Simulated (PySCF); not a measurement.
SeCl₃, SMILES Cl[Se+](Cl)Cl, charge +1. Geometry optimised at PBE0-D3(BJ)/def2-SVP. The spin state was assumed, not searched. The isomer is the one that the SMILES or the coordinates give; other isomers of the formula were not compared.

The numbers are results of PySCF with PBE0-D3(BJ)/def2-SVP, not measurements.

Harmonic wavenumbers (cm⁻¹): 157, 157, 202, 435, 435, 443. Rotational constants (GHz): 2.180, 2.180, 1.316; symmetry number 3.

**Question.** Work out the zero-point energy and the ideal-gas rigid-rotor harmonic-oscillator thermochemistry at 298.15 K and 1 atm.

**Answer.** ZPE = ½ Σ hcν = ½ × 1828 cm⁻¹ = 10.94 kJ/mol. H − E(el) = 27.79 kJ/mol. Entropy in J/(mol K): translation 173.87, rotation 109.41, vibration 40.96, total 324.24. G − E(el) = -68.88 kJ/mol. Cp = 74.23 J/(mol K).
